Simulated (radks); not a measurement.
Results of a calculation; reference values are marked as such.
Spherical quantum dot in the effective-mass picture: electrons in a well V = -V0 / (1 + exp((r - R)/a)) with V0 = 16.5, R = 3.03, a = 0.2, all in effective atomic units (hartree* = m*/eps^2 hartree, bohr* = eps/m* bohr), one dielectric constant everywhere. Level of theory: non-relativistic Kohn-Sham, exchange-only LDA, spin-polarised, spherical densities (a radial shooting solver with Libxc functionals). Levels are named by radial order and angular momentum (1s, 1p, 1d, 2s, ...), and open shells are averaged over m.

N = 3, configuration 1s2 1p(up 1, down 0). This is the lowest configuration that the search found. Occupied and some empty levels:

level    occupation  eigenvalue (hartree*)  <r> (bohr*)
1s up             1                -14.568        1.545
1s down           1                -14.491        1.536
1p up             1                -14.029        1.775
1p down           0                -13.944        1.774
1d up             0                -13.304        1.931
1d down           0                -13.219        1.933
2s up             0                -12.806        1.483
2s down           0                -12.750        1.487
1f up             0                -12.425        2.050
1f down           0                -12.341        2.052

Energy (hartree*): total -45.2904, kinetic 2.0372, external -48.961, Hartree 2.4871, exchange-correlation -0.85408.
